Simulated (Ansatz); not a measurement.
Computed with Ansatz.

Basis-set series for `CC[N](C)[Ti]([OH])([OH])[OH]`. Charge 0, multiplicity 1. All single points use the PBE0-D4/def2-TZVP geometry. It is one conformer, not always the lowest.

```csv
functional,basis,functions,energy (Eh),HOMO (eV),LUMO (eV)
PBE0-D4,def2-SVP,184,-1249.97046,-6.28,-0.76
PBE0-D4,def2-QZVPP,822,-1250.59668,-6.47,-0.97
ωB97M-V,def2-SVP,184,-1250.37251,-8.53,0.97
ωB97M-V,def2-QZVPP,822,-1251.01312,-8.74,0.51
```

Q: Give the rows for def2-TZVPP. (Best estimate.)

A: The calculation gave: 
```csv
functional,basis,functions,energy (Eh),HOMO (eV),LUMO (eV)
PBE0-D4,def2-TZVPP,435,-1250.55784,-6.45,-0.94
ωB97M-V,def2-TZVPP,435,-1250.97631,-8.71,1.08
```

Positive LUMOs are unbound and depend on the basis. Scalar relativity is left out up to krypton.
